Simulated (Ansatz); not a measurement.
Consider the ligand exchange at a B–O bond: `OB(O)Br` + CH₃OH → `COB(O)Br` + H₂O.

Computed with Ansatz on PBE0-D4/def2-TZVP structures; ΔE is electronic, products minus reactants. CCSD(T)/CBS is the MP2 limit (def2-TZVPP, def2-QZVPP) plus CCSD(T) − MP2 in def2-TZVPP, frozen cores. This one scheme is used for every species. Functionals use def2-TZVPP. HSE06 is defined as in plane-wave codes. For Br outer-core shells are correlated without core-valence functions, which leaves a few kJ/mol of doubt a bond. Scalar relativity is left out up to krypton. One conformer a species, not always the lowest.

```csv
level,ΔE (kJ/mol),difference from CCSD(T)/CBS
revPBE-D4,-5.2,3.4
BLYP-D4,-5.9,2.7
PBE0-D4,-3.6,5.0
r2SCANh-D4,-4.1,4.5
HSE06-D4,-3.4,5.2
ωB97X-V,-3.5,5.1
revPBE,2.3,10.9
HF/def2-SVP,9.2,17.8
HF/def2-TZVPP,3.3,11.9
MP2/CBS(def2),-10.7,-2.1
CCSD(T)/CBS,-8.6,0
```

Largest T1 diagnostic among the species: 0.011.

Leaving LDA and LC-ωPBE aside and taking each functional with its dispersion term where it has one, the values, not all of them listed here, spread over 3.3 kJ/mol, from BLYP-D4 to B2PLYP. LDA lies −5.2 kJ/mol from PBE without D4. The D4 term adds −5.8 kJ/mol with B3LYP and −3.3 kJ/mol with PBE0; it sums over pairs of atoms, weighted by their polarisabilities, and B3LYP, whose exchange is more repulsive, gets the larger term.

B3LYP here is the variant with VWN-RPA as its local correlation; programs differ in this.
